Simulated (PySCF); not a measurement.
PySCF input file for (1-methylcyclopropyl)methanol (C5H10O), SMILES CC1(CO)CC1, HF/pcSseg-1. Geometry optimised at B3LYP-D3(BJ)/def2-SVP. The values are those of a single conformer.

```python
import numpy as np
from pyscf import gto, scf, dft
from pyscf.prop.nmr import rhf as nmr

mol = gto.M(
    atom='''
    C    -1.10050760   -1.58912489    0.00000000
    C    -0.14867120   -0.41111997   -0.00000000
    C    -0.86247246    0.92748749   -0.00000000
    O     0.07615091    1.98249464    0.00000000
    C     1.15000406   -0.52577809   -0.75604555
    C     1.15000406   -0.52577809    0.75604554
    H    -1.75082959   -1.57857749   -0.89166185
    H    -1.75082958   -1.57857749    0.89166186
    H    -0.55033136   -2.54223607    0.00000000
    H    -1.52192865    0.97543945   -0.89255950
    H    -1.52192865    0.97543945    0.89255950
    H    -0.40256546    2.81907962    0.00000000
    H     1.52421535    0.37285036   -1.25154803
    H     1.35531705   -1.46517204   -1.27807625
    H     1.35531704   -1.46517203    1.27807625
    H     1.52421535    0.37285036    1.25154804
    ''',
    basis='pcSseg-1',
    charge=0,
    spin=0,
    max_memory=1600,
    verbose=3,
)
mf = scf.RHF(mol)
mf.conv_tol = 1e-10
mf.max_cycle = 100
mf.kernel()
n = nmr.NMR(mf)
n.verbose = 2
n.max_cycle_cphf = 60
sigma = n.kernel()
print('atom   isotropic/ppm   span/ppm')
for i, s in enumerate(sigma):
    w = np.linalg.eigvalsh((s + s.T) / 2)
    print(f'{mol.atom_symbol(i):2s}{i + 1:3d} {w.mean():14.3f} {w[2] - w[0]:11.3f}')
```

Output:

```
converged SCF energy = -269.939664348564
atom   isotropic/ppm   span/ppm
C   1        168.981      42.185
C   2        181.382      69.248
C   3        130.829      48.487
O   4        326.368     118.890
C   5        184.263      51.865
C   6        184.263      51.865
H   7         30.447      12.238
H   8         30.447      12.238
H   9         31.209      12.838
H  10         28.330       9.856
H  11         28.330       9.856
H  12         31.168      26.707
H  13         30.806      16.011
H  14         31.633      16.067
H  15         31.633      16.067
H  16         30.806      16.011
```

The calculation finished and met its thresholds.

Cost: about 40 core-seconds (a rough figure).
